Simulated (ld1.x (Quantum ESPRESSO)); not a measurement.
# scandium (Sc): TM pseudisation with PBE, scalar-relativistic reference atom.

ld1.x (Quantum ESPRESSO) 7.5 was run on this input:

```
&input
   title='Sc', zed=21., rel=1, dft='PBE', iswitch=3,
   config='[Ar] 3d1 4s1.75 4p0.25',
   nld=3, rlderiv=3.60, eminld=-2.0, emaxld=5.0, deld=0.02
 /
 &inputp
   pseudotype=2, tm=.true., lloc=-2, rcloc=2.30,
   nlcc=.false.,
   file_pseudopw='Sc.UPF', file_wfcaegen='ae.wfc', file_wfcncgen='nc.wfc', file_beta='beta', file_chi='chi'
 /
3
4S  1  0   1.75   0.00  3.25  3.25  0.0
4P  2  1   0.25   0.00  3.30  3.30  0.0
3D  3  2   1.00   0.00  1.50  1.50  0.0
 &test
   configts(1)='3d1 4s1.75 4p0.25'
 /
```

Command:

```bash
ld1.x < Sc.in > Sc.out
```

The program printed (shortened: banner, matrices, multipoles, cross overlaps and the repeated all-electron block are left out):

```
Program LD1 v.7.5
     --------------------------- All-electron run ----------------------------

     Sc
     scalar relativistic calculation

     atomic number is 21.00
     dft =PBE   lsd =0 sic =0 latt =0  beta=0.20 tr2=1.0E-14
     Exchange-correlation= PBE
                           (   1   4   3   4   0   0   0)
     mesh =1173 r(mesh) = 100.03074 a.u. xmin = -7.00 dx = 0.01250
     1 Ry =  13.60569312 eV, c = 137.03599908

     n l     nl                  e(Ry)          e(Ha)          e(eV)
     1 0     1S 1( 2.00)      -323.2184      -161.6092     -4397.6109
     2 0     2S 1( 2.00)       -34.8867       -17.4434      -474.6579
     2 1     2P 1( 6.00)       -28.5608       -14.2804      -388.5893
     3 0     3S 1( 2.00)        -4.0697        -2.0349       -55.3717
     3 1     3P 1( 6.00)        -2.4957        -1.2479       -33.9561
     3 2     3D 1( 1.00)        -0.2593        -0.1296        -3.5276
     4 0     4S 1( 1.75)        -0.3210        -0.1605        -4.3681
     4 1     4P 1( 0.25)        -0.1191        -0.0596        -1.6209

     final scf error:  8.1E-15 reached in  24 iterations

     Etot =   -1528.064720 Ry,    -764.032360 Ha,  -20790.379650 eV

     Ekin =    1539.671016 Ry,     769.835508 Ha,   20948.291358 eV
     Encl =   -3629.431632 Ry,   -1814.715816 Ha,  -49380.932998 eV
     Eh   =     639.423768 Ry,     319.711884 Ha,    8699.803557 eV
     Exc  =     -77.727871 Ry,     -38.863936 Ha,   -1057.541567 eV

     normalization and overlap integrals

     s(1S/1S) =  1.000000  <r> =   0.0730  <r2> =    0.0072  r(max) =   0.0476
     s(2S/2S) =  1.000000  <r> =   0.3435  <r2> =    0.1396  r(max) =   0.2845
     s(2P/2P) =  1.000000  <r> =   0.3077  <r2> =    0.1170  r(max) =   0.2329
     s(3S/3S) =  1.000000  <r> =   1.0748  <r2> =    1.3327  r(max) =   0.9213
     s(3P/3P) =  1.000000  <r> =   1.1682  <r2> =    1.6093  r(max) =   0.9685
     s(3D/3D) =  1.000000  <r> =   1.8477  <r2> =    4.6895  r(max) =   1.0974
     s(4S/4S) =  1.000000  <r> =   3.7014  <r2> =   15.7588  r(max) =   3.0971
     s(4P/4P) =  1.000000  <r> =   5.0273  <r2> =   29.6406  r(max) =   4.0268

     ------------------------ End of All-electron run ------------------------

     --------------------- Generating NC pseudopotential ---------------------

      Generating local potential from pseudized AE potential:
      Matching radius rcloc =   2.3000
      Enforcing V''(0)=0 (lloc=-2)

      Local pseudo, rcloc= 2.294 Estimated cut-off energy=     6.22 Ry

      Wfc   4S  rcut= 3.256  Using Troullier-Martins method

      Wfc   4P  rcut= 3.338  Using Troullier-Martins method

      Wfc   3D  rcut= 1.500  Using Troullier-Martins method

     ------------------- End of pseudopotential generation -------------------

     Computing logarithmic derivative in   3.62099
     Computing logarithmic derivative in   3.62099
     Computing the partial wave expansion
     R is outside the sphere for l=    0 j= 0.00
     R is outside the sphere for l=    1 j= 0.00
     R is outside the sphere for l=    2 j= 0.00

     ---------------------- Testing the pseudopotential ----------------------

     Sc
     scalar relativistic calculation

     atomic number is 21.00   valence charge is  3.00
     dft =PBE   lsd =0 sic =0 latt =0  beta=0.20 tr2=1.0E-14
     mesh =1173 r(mesh) = 100.03074 xmin = -7.00 dx = 0.01250

     n l     nl             e AE (Ry)        e PS (Ry)    De AE-PS (Ry)
     3 2     3D   1( 1.00)       -0.25928       -0.25927       -0.00000
     1 0     4S   1( 1.75)       -0.32105       -0.32105        0.00000
     2 1     4P   1( 0.25)       -0.11913       -0.11913       -0.00000

     eps = 5.4E-15  iter =  8

     Etot =   -1528.064720 Ry,    -764.032360 Ha,  -20790.379650 eV
     Etotps =    -3.127254 Ry,      -1.563627 Ha,     -42.548456 eV

     Ekin =       5.655966 Ry,       2.827983 Ha,      76.953340 eV
     Encl =      -7.246851 Ry,      -3.623426 Ha,     -98.598438 eV
     Ehrt =       2.589888 Ry,       1.294944 Ha,      35.237216 eV
     Ecxc =      -1.083117 Ry,      -0.541559 Ha,     -14.736561 eV
     Epseu=      -3.043139 Ry,      -1.521569 Ha,     -41.404013 eV

     ---------------------- End of pseudopotential test ----------------------
```

Generation and configuration tests took about 1.4 s on one core of a shared server CPU.

Transferability test of the new file with ld1.x, input:

```
&input
   title='Sc', zed=21., rel=1, dft='PBE', iswitch=2,
   config='[Ar] 3d1 4s1.75 4p0.25'
 /
 &test
   file_pseudo='Sc.UPF', nconf=8,
   configts(1)='3d1 4s1.75 4p0.25',
   configts(2)='3d1 4s2 4p0',
   configts(3)='3d1 4s1 4p0',
   configts(4)='3d1 4s0 4p0',
   configts(5)='3d2 4s0 4p0',
   configts(6)='3d1 4s1 4p1',
   configts(7)='3d0 4s2 4p0',
   configts(8)='3d2 4s1 4p0'
 /
```

```bash
ld1.x < Sc.test.in > Sc.test.out
```

Pseudopotential blocks of its output, shortened (energy terms left out):

```
     ---------------------- Testing the pseudopotential ----------------------

     n l     nl             e AE (Ry)        e PS (Ry)    De AE-PS (Ry)
     3 2     3D   1( 1.00)       -0.25928       -0.25927       -0.00000
     1 0     4S   1( 1.75)       -0.32105       -0.32105        0.00000
     2 1     4P   1( 0.25)       -0.11913       -0.11913       -0.00000

     eps = 1.8E-15  iter = 11

     Etot =   -1528.064720 Ry,    -764.032360 Ha,  -20790.379650 eV
     Etotps =    -3.127254 Ry,      -1.563627 Ha,     -42.548455 eV

     ---------------------- End of pseudopotential test ----------------------

          ---------------------- Testing the pseudopotential ----------------------

     n l     nl             e AE (Ry)        e PS (Ry)    De AE-PS (Ry)
     3 2     3D   1( 1.00)       -0.23765       -0.23725       -0.00039
     1 0     4S   1( 2.00)       -0.30744       -0.30762        0.00018
     2 1     4P   1( 0.00)       -0.10784       -0.10782       -0.00002

     eps = 4.2E-15  iter = 20

     Etot =   -1528.114898 Ry,    -764.057449 Ha,  -20791.062354 eV
     Etotps =    -3.177461 Ry,      -1.588730 Ha,     -43.231557 eV
     dEtot_ae =      -0.050178 Ry
     dEtot_ps =      -0.050207 Ry,   Delta E=       0.000029 Ry

     ---------------------- End of pseudopotential test ----------------------

          ---------------------- Testing the pseudopotential ----------------------

     n l     nl             e AE (Ry)        e PS (Ry)    De AE-PS (Ry)
     3 2     3D   1( 1.00)       -0.73259       -0.73076       -0.00183
     1 0     4S   1( 1.00)       -0.71496       -0.71226       -0.00270
     2 1     4P   1( 0.00)       -0.46454       -0.46385       -0.00069

     eps = 7.5E-15  iter = 25

     Etot =   -1527.608007 Ry,    -763.804003 Ha,  -20784.165754 eV
     Etotps =    -2.670998 Ry,      -1.335499 Ha,     -36.340785 eV
     dEtot_ae =       0.456713 Ry
     dEtot_ps =       0.456255 Ry,   Delta E=       0.000458 Ry

     ---------------------- End of pseudopotential test ----------------------

          ---------------------- Testing the pseudopotential ----------------------

     n l     nl             e AE (Ry)        e PS (Ry)    De AE-PS (Ry)
     3 2     3D   1( 1.00)       -1.31651       -1.30090       -0.01561  !
     1 0     4S   1( 0.00)       -1.16788       -1.12157       -0.04631  !
     2 1     4P   1( 0.00)       -0.86361       -0.82785       -0.03577  !

     eps = 9.1E-15  iter =  8

     Etot =   -1526.669560 Ry,    -763.334780 Ha,  -20771.397535 eV
     Etotps =    -1.751699 Ry,      -0.875849 Ha,     -23.833076 eV
     dEtot_ae =       1.395160 Ry
     dEtot_ps =       1.375555 Ry,   Delta E=       0.019605 Ry

     ---------------------- End of pseudopotential test ----------------------

          ---------------------- Testing the pseudopotential ----------------------

     n l     nl             e AE (Ry)        e PS (Ry)    De AE-PS (Ry)
     3 2     3D   1( 2.00)       -0.51085       -0.49702       -0.01383  !
     1 0     4S   1( 0.00)       -0.61797       -0.60086       -0.01711  !
     2 1     4P   1( 0.00)       -0.39320       -0.38478       -0.00843  !

     eps = 1.6E-15  iter =  9

     Etot =   -1527.557947 Ry,    -763.778973 Ha,  -20783.484654 eV
     Etotps =    -2.625178 Ry,      -1.312589 Ha,     -35.717364 eV
     dEtot_ae =       0.506773 Ry
     dEtot_ps =       0.502076 Ry,   Delta E=       0.004697 Ry

     ---------------------- End of pseudopotential test ----------------------

          ---------------------- Testing the pseudopotential ----------------------

     n l     nl             e AE (Ry)        e PS (Ry)    De AE-PS (Ry)
     3 2     3D   1( 1.00)       -0.32086       -0.32229        0.00143
     1 0     4S   1( 1.00)       -0.35816       -0.35706       -0.00111
     2 1     4P   1( 1.00)       -0.14936       -0.14922       -0.00014

     eps = 8.9E-15  iter = 25

     Etot =   -1527.910635 Ry,    -763.955318 Ha,  -20788.283225 eV
     Etotps =    -2.973482 Ry,      -1.486741 Ha,     -40.456285 eV
     dEtot_ae =       0.154084 Ry
     dEtot_ps =       0.153772 Ry,   Delta E=       0.000313 Ry

     ---------------------- End of pseudopotential test ----------------------

          ---------------------- Testing the pseudopotential ----------------------

     n l     nl             e AE (Ry)        e PS (Ry)    De AE-PS (Ry)
     3 2     3D   1( 0.00)       -1.04314       -0.90098       -0.14216  !
     1 0     4S   1( 2.00)       -0.83084       -0.82337       -0.00747  !
     2 1     4P   1( 0.00)       -0.54780       -0.54085       -0.00695  !

     eps = 4.9E-15  iter = 16

     Etot =   -1527.498884 Ry,    -763.749442 Ha,  -20782.681065 eV
     Etotps =    -2.597649 Ry,      -1.298824 Ha,     -35.342809 eV
     dEtot_ae =       0.565836 Ry
     dEtot_ps =       0.529605 Ry,   Delta E=       0.036230 Ry

     ---------------------- End of pseudopotential test ----------------------

          ---------------------- Testing the pseudopotential ----------------------

     n l     nl             e AE (Ry)        e PS (Ry)    De AE-PS (Ry)
     3 2     3D   1( 2.00)       -0.10033       -0.09936       -0.00097
     1 0     4S   1( 1.00)       -0.26152       -0.26180        0.00028
     2 1     4P   1( 0.00)       -0.08693       -0.08865        0.00172

     eps = 4.5E-15  iter = 30

     Etot =   -1527.992327 Ry,    -763.996163 Ha,  -20789.394689 eV
     Etotps =    -3.054875 Ry,      -1.527438 Ha,     -41.563696 eV
     dEtot_ae =       0.072393 Ry
     dEtot_ps =       0.072378 Ry,   Delta E=       0.000015 Ry

     ---------------------- End of pseudopotential test ----------------------
```
